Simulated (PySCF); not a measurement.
# How methods differ on the excitation energy of Cu+

Cu+ [Ar] 3d10 (1S) → Cu+ [Ar] 3d9 4p1 (high-spin determinant), as a difference of total energies. Calculation: PySCF 2.14, in aug-cc-pwCVTZ-DK (10s9p7d4f3g, 127 functions); scalar relativity by spin-free X2C-1e. Correlated levels: valence: [Ar] frozen; valence and next inner shell: [Ne] frozen; nothing frozen. The calculations carry no spin-orbit coupling.

| method | excitation energy (eV) |
| --- | --- |
| UHF | 5.889 |
| LDA | 8.822 |
| PBE | 8.305 |
| PBE0 | 7.892 |
| r2SCAN | 7.830 |
| PW91 | 8.342 |
| BHandHLYP | 7.487 |
| BP86 | 8.309 |
| MP2 (valence) | 9.079 |
| SCS-MP2 (valence) | 8.760 |
| MP2 (valence and next inner shell) | 9.696 |
| SCS-MP2 (valence and next inner shell) | 9.238 |
| MP2 (all electrons) | 9.710 |
| SCS-MP2 (all electrons) | 9.245 |

Task: How much does correlation contribute at MP2 (all electrons)?

Result: 9.710 − (5.889) = 3.821 eV, measured against UHF.

A first-order spin-orbit estimate (lowest level to lowest level, LS coupling) adds -0.086 eV.

The determinant of the upper state mixes LS terms, which raises its energy above the lowest term, most at the Hartree-Fock and MP2 levels.
